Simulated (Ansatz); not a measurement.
Ideal-gas functions of `[AlH]1[SiH2][GaH][S]1` at 500 K and 1 bar, from an Ansatz frequency run at PBE0-D4/def2-TZVP.

Molar mass 160.89 g/mol, point group C1 (symmetry number 1), electronic degeneracy 1, moments of inertia 203.353, 218.869, 416.035 u Å². Harmonic wavenumbers (cm⁻¹, unscaled): 18, 206, 294, 320, 351, 397, 401, 422, 474, 530, 566, 594, 634, 905, 1925, 1968, 2190, 2204.

Use S(trans) = R[1.5 ln M + 2.5 ln T − 1.1517]; rotational temperatures θ = 24.2544 K / I; S(rot) = R[ln(√π/σ · √(T³/θAθBθC)) + 1.5]; for each mode x = 1.438777 ν̃/T, S = R[x/(eˣ − 1) − ln(1 − e⁻ˣ)] and H = RT x/(eˣ − 1); 1 cm⁻¹ = 0.0119627 kJ/mol; R = 8.31446 J/(mol·K).

Problem. By hand: the entropy, in J/(mol·K).

Solution. Translation 183.0. Rotation: θ = 0.1193, 0.1108, 0.0583 K, giving 124.5. Vibration, mode by mode: 32.93, 12.78, 9.95, 9.29, 8.58, 7.65, 7.57, 7.19, 6.35, 5.57, 5.12, 4.80, 4.38, 2.37, 0.21, 0.19, 0.11, 0.11, in all 125.1. Electronic 0.0. Sum 432.6 J/(mol·K).

Problem. By hand: H − E and G − E in kJ/mol, counted from the electronic energy.

Solution. Zero-point energy ½ × 14399 × 0.0119627 = 86.1; thermal vibration 30.8; translation, rotation and pV give 4 RT = 16.6. H − E = 133.5 kJ/mol, and G − E = 133.5 − 500 × 432.6/1000 = -82.8 kJ/mol.

Vibration gives 29 % of the entropy, 32.9 J/(mol·K) of it from the mode under 150 cm⁻¹: soft modes count most, and the harmonic formula is weakest for them. The sum counts one conformer and one mirror image; others add a mixing term.
